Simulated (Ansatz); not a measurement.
Geometry optimisation, RKS B3LYP/6-31G in Ansatz.

input.yaml

```yaml
crystal:
  periodic: [false, false, false]
  atoms:
    - { symbol: C, position_ang: [0.4501, 1.1798, -1.5414] }
    - { symbol: S, position_ang: [1.863, 0.4399, -0.8254] }
    - { symbol: Mg, position_ang: [0.4825, -0.7456, 0.8016] }
    - { symbol: "N", position_ang: [-0.5674, -1.7526, 2.2128] }
    - { symbol: H, position_ang: [-0.2845, 0.4333, -1.948] }
    - { symbol: H, position_ang: [-0.1163, 1.8463, -0.7827] }
    - { symbol: H, position_ang: [0.7379, 1.8828, -2.3888] }
    - { symbol: H, position_ang: [-1.2998, -2.308, 1.6716] }
    - { symbol: H, position_ang: [-1.177, -1.0221, 2.7832] }
basis:
  gaussian: { orbitals: "6-31G" }
hamiltonian:
  xc: b3lyp
relax:
  f_tol: 0.015
  max_steps: 40
```

Run as:

```bash
$ ansatz run input.yaml --threads 1 --pin off --max-ram 2048MiB --backend cpu --events-out ev --progress --plain --runs-dir out
```

Q: Where does it end, and by what steps?

A: It converged. Limits of this set-up: no polarisation functions. After 13 steps the energy has fallen by 1.074 eV; H8 moved furthest, 0.49 Å.

```csv
step,energy less start (eV),largest force component (eV/Å),accepted
0,0.0000,3.797,yes
1,-0.6630,1.998,yes
2,-0.9497,1.976,yes
3,-1.0078,1.120,yes
4,-1.0639,0.103,yes
5,-1.0674,0.038,yes
6,-1.0689,0.030,yes
7,-1.0581,0.612,no
8,-1.0726,0.057,yes
9,-1.0672,0.344,no
10,-1.0735,0.027,yes
11,-1.0735,0.072,no
12,-1.0737,0.017,yes
13,-1.0737,0.013,yes
```

```xyz
9
Properties=species:S:1:pos:R:3
C 0.424 1.359 -1.726
S 1.646 0.337 -0.664
Mg 0.312 -0.787 0.907
N -0.759 -1.687 2.163
H -0.283 0.705 -2.240
H -0.106 2.089 -1.112
H 1.035 1.881 -2.463
H -1.168 -2.608 2.036
H -1.013 -1.335 3.081
```

Whether the end is a true minimum wasn't checked by a vibrational analysis.

The run took 41 s on 1 thread of Arm Neoverse V2, on a shared host, peak memory 0.15 GiB.
